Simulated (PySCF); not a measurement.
This PySCF input (PBE0/STO-3G) gives -391.67647 Eh with 15 basis functions.

```python
import numpy as np, basis_set_exchange as bse
from pyscf import gto, scf, dft, df

basis = {'H': gto.basis.parse(bse.get_basis('STO-3G', elements=['H'], fmt='nwchem')), 'N': gto.basis.parse(bse.get_basis('STO-3G', elements=['N'], fmt='nwchem')), 'P': gto.basis.parse(bse.get_basis('STO-3G', elements=['P'], fmt='nwchem'))}
mol = gto.M(
    atom='''
    N    -0.00000000   -0.00000000   -0.90472069
    P     0.00000000    0.00000000    0.55016401
    H    -0.00000000   -0.00000000   -1.91941528
    ''',
    basis=basis,
    charge=1,
    verbose=4,
    max_memory=1839,
)
mf = dft.RKS(mol, xc='pbe0')
mf.grids.level = 3
mf.conv_tol = 1e-9
mf.max_cycle = 100
print('smallest overlap eigenvalue', np.linalg.eigvalsh(mol.intor('int1e_ovlp'))[0])
mf.kernel()
dip = mf.dip_moment()
```

Change:
```diff
- basis = {'H': gto.basis.parse(bse.get_basis('STO-3G', elements=['H'], fmt='nwchem')), 'N': gto.basis.parse(bse.get_basis('STO-3G', elements=['N'], fmt='nwchem')), 'P': gto.basis.parse(bse.get_basis('STO-3G', elements=['P'], fmt='nwchem'))}
+ basis = {'H': gto.basis.parse(bse.get_basis('def2-SV(P)', elements=['H'], fmt='nwchem')), 'N': gto.basis.parse(bse.get_basis('def2-SV(P)', elements=['N'], fmt='nwchem')), 'P': gto.basis.parse(bse.get_basis('def2-SV(P)', elements=['P'], fmt='nwchem'))}
```

Q: What does the run give now?

A: -396.02338 Eh (PBE0/def2-SV(P), 34 functions), a change of -4346.91 mEh.
